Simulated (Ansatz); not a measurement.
Geometry optimisation, Ansatz 0.2.0, RHF/def2-SVP.

Input file:

```yaml
crystal:
  periodic: [false, false, false]
  atoms:
    - { symbol: B, position_ang: [0.0, 0.0, 0.0] }
    - { symbol: Cl, position_ang: [0.0, 0.0, 2.21] }
    - { symbol: "N", position_ang: [1.3423, 0.0, -0.775] }
    - { symbol: H, position_ang: [1.8089, -0.9179, -1.0268] }
    - { symbol: H, position_ang: [1.7937, 0.9179, -1.0532] }
    - { symbol: "N", position_ang: [-1.3423, 0.0, -0.775] }
    - { symbol: H, position_ang: [-2.0112, -0.8164, -0.6764] }
    - { symbol: H, position_ang: [-1.5914, 0.8164, -1.4036] }
    - { symbol: H, position_ang: [-0.1864, 1.4017, 0.4698] }
    - { symbol: H, position_ang: [-0.166, 1.2482, 1.3665] }
basis:
  gaussian: { orbitals: def2-SVP }
hamiltonian:
  xc: hf
relax:
  f_tol: 0.15
  max_steps: 25
  restrain:
    - { distance: [0, 8], at: 1.19, k: 30.0 }
    - { distance: [9, 1], at: 1.37, k: 30.0 }
    - { distance: [0, 1], at: 3.06, k: 30.0 }
    - { distance: [9, 8], at: 1.86, k: 30.0 }
output:
  orbitals: {}
```

Command:

```bash
$ ansatz run input.yaml --threads 1 --pin off --max-ram 2048MiB --backend cpu --events-out ev --progress --plain --runs-dir out
```

**Question.** Where does it end, and by what steps?

**Answer.** It converged. The restraints hold the end off the free minimum; the threshold counts their pulls, which the force column leaves out. Restrained pairs: B1–H9 (1.49 → 1.20 Å), Cl2–H10 (1.52 → 1.32 Å), B1–Cl2 (2.21 → 3.08 Å), H9–H10 (0.91 → 1.86 Å). After 9 steps the energy has fallen by 4.992 eV (the restraints' own energy left out); H8 moved furthest, 0.97 Å.

```json
{"step": "0", "energy less start (eV)": "0.0000", "largest force component (eV/Å)": "3.816", "accepted": "yes"}
{"step": "1", "energy less start (eV)": "-1.2487", "largest force component (eV/Å)": "5.041", "accepted": "yes"}
{"step": "2", "energy less start (eV)": "-2.7460", "largest force component (eV/Å)": "3.064", "accepted": "yes"}
{"step": "3", "energy less start (eV)": "-3.6945", "largest force component (eV/Å)": "1.006", "accepted": "yes"}
{"step": "4", "energy less start (eV)": "-4.2120", "largest force component (eV/Å)": "1.313", "accepted": "yes"}
{"step": "5", "energy less start (eV)": "-4.5660", "largest force component (eV/Å)": "1.371", "accepted": "yes"}
{"step": "6", "energy less start (eV)": "-4.7753", "largest force component (eV/Å)": "1.227", "accepted": "yes"}
{"step": "7", "energy less start (eV)": "-4.8846", "largest force component (eV/Å)": "1.254", "accepted": "yes"}
{"step": "8", "energy less start (eV)": "-4.9550", "largest force component (eV/Å)": "1.306", "accepted": "yes"}
{"step": "9", "energy less start (eV)": "-4.9921", "largest force component (eV/Å)": "1.226", "accepted": "yes"}
```

```xyz
10
Properties=species:S:1:pos:R:3
B -0.035 0.595 -0.542
Cl -0.022 0.159 2.503
N 1.213 -0.013 -0.786
H 1.319 -0.941 -1.139
H 2.072 0.417 -0.524
N -1.271 -0.003 -0.860
H -1.362 -0.927 -1.228
H -2.144 0.451 -0.697
H -0.042 1.706 -0.092
H -0.081 1.205 1.701
```

Time of the run: 21 s on 1 thread of Arm Neoverse V1, on a shared host, peak memory 0.16 GiB.
